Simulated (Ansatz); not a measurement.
System: trihydroxy(propan-2-yl)silane, C3H10O3Si, charge 0, multiplicity 1. SMILES: CC([Si](O)(O)O)C
Structure (B3LYP-D3(BJ)/def2-TZVP (Ansatz, a quantum-chemistry and plane-wave program) minimum search):
```
C
H 1 1.0964
C 1 1.5356 2 108.18
H 3 1.0920 1 111.05 2 -177.95
H 3 1.0927 4 107.91 1 -123.04
H 3 1.0934 4 107.68 5 -115.43
C 1 1.5356 2 108.16 3 120.29
H 7 1.0920 1 111.05 2 177.98
H 7 1.0926 8 107.92 1 123.00
H 7 1.0934 8 107.67 9 115.47
Si 1 1.8675 2 105.49 7 119.82
O 11 1.6435 1 113.13 2 -57.63
H 12 0.9594 11 117.34 1 -64.80
O 11 1.6435 12 101.88 13 173.45
H 14 0.9594 11 117.39 12 -176.32
O 11 1.6509 12 111.88 13 53.68
H 16 0.9610 11 117.60 12 57.60
```

Quantity: atomisation energy (electronic, to ground-state atoms); the coupled-cluster value holds the core correlation from cc-pwCVTZ, in kcal/mol. Cores are frozen in the correlated levels unless marked. UHF or UKS for open shells. Spin-orbit coupling is left out. No relativistic terms. CBS marks a two-point X^-3 extrapolation of the correlation energy; Hartree-Fock from the larger set. [CCSD(T)-MP2]/basis is that difference in the basis named.

Level to compare with: RI-MP2/CBS(aug-cc-pV(T+d)Z,aug-cc-pV(Q+d)Z)+[CCSD(T)-MP2]/aug-cc-pV(T+d)Z plus the core term (Ansatz), 1653.8 kcal/mol. It is a level with limits of its own, and the differences hold the functionals' basis error too.

Task: Rank these functionals by how close they come to RI-MP2/CBS(aug-cc-pV(T+d)Z,aug-cc-pV(Q+d)Z)+[CCSD(T)-MP2]/aug-cc-pV(T+d)Z, closest first: B3LYP/def2-TZVPD (Ansatz); wB97X-V/def2-TZVPD (Ansatz); CAM-B3LYP/def2-TZVPD (Ansatz).

Result: wB97X-V/def2-TZVPD (range-separated hybrid with VV10, 1640.7 kcal/mol, difference -13.1), CAM-B3LYP/def2-TZVPD (range-separated hybrid, 1637.3 kcal/mol, difference -16.5), B3LYP/def2-TZVPD (global hybrid, 1619.2 kcal/mol, difference -34.6)
